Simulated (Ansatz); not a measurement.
Reaction (redistribution): `C[O][Ti]([F])([F])[F]` + `[Cl][In]([Cl])[SeH]` → `C[O][Ti]([F])([F])[SeH]` + `[F][In]([Cl])[Cl]`

Gas-phase electronic energies from Ansatz, PBE0-D4/def2-TZVP geometries. CCSD(T)/CBS is the MP2 limit (def2-TZVPP, def2-QZVPP) plus CCSD(T) − MP2 in def2-TZVPP, frozen cores. Functionals use def2-TZVPP. B3LYP here is the variant with VWN-RPA as its local correlation; programs differ in this. Elements past krypton have def2 core potentials. For In, Se, Ti outer-core shells are correlated without core-valence functions, which leaves a few kJ/mol of doubt a bond. Scalar relativity is left out up to krypton. One conformer a species, not always the lowest.

| level | ΔE (kJ/mol) | difference from CCSD(T)/CBS |
| --- | --- | --- |
| PBE-D4 | 132.5 | 4.0 |
| r2SCAN-D4 | 135.0 | 6.5 |
| PBE0-D4 | 138.1 | 9.6 |
| B3LYP-D4 | 135.1 | 6.6 |
| ωB97X-V | 139.1 | 10.6 |
| ωB97M-V | 138.6 | 10.1 |
| B2PLYP | 131.0 | 2.5 |
| PBE | 133.6 | 5.1 |
| r2SCAN | 135.3 | 6.8 |
| HF/def2-TZVPP | 149.9 | 21.4 |
| SCS-MP2/def2-TZVPP | 132.8 | 4.3 |
| CCSD/def2-TZVPP | 141.0 | 12.5 |
| CCSD(T)/def2-TZVPP | 133.2 | 4.7 |
| SCS-MP2/def2-QZVPP | 129.7 | 1.2 |
| MP2/CBS(def2) | 127.2 | -1.3 |
| CCSD/CBS(def2) | 136.3 | 7.8 |
| CCSD(T)/CBS | 128.5 | 0 |

Largest T1 diagnostic among the species: 0.023, so the coupled-cluster value is less sure than usual.

In def2-TZVPP, CCSD(T) changes the Hartree–Fock value by −16.8 kJ/mol (the triples alone add −7.8 kJ/mol) and MP2 by −18.0 kJ/mol. From PBE to PBE0 (25 % exact exchange), in def2-TZVPP and without D4, ΔE moves by +5.4 kJ/mol.

CCSD(T)/CBS has its own doubt, a few kJ/mol and more with outer-core shells, so smaller differences from it don't rank the levels.
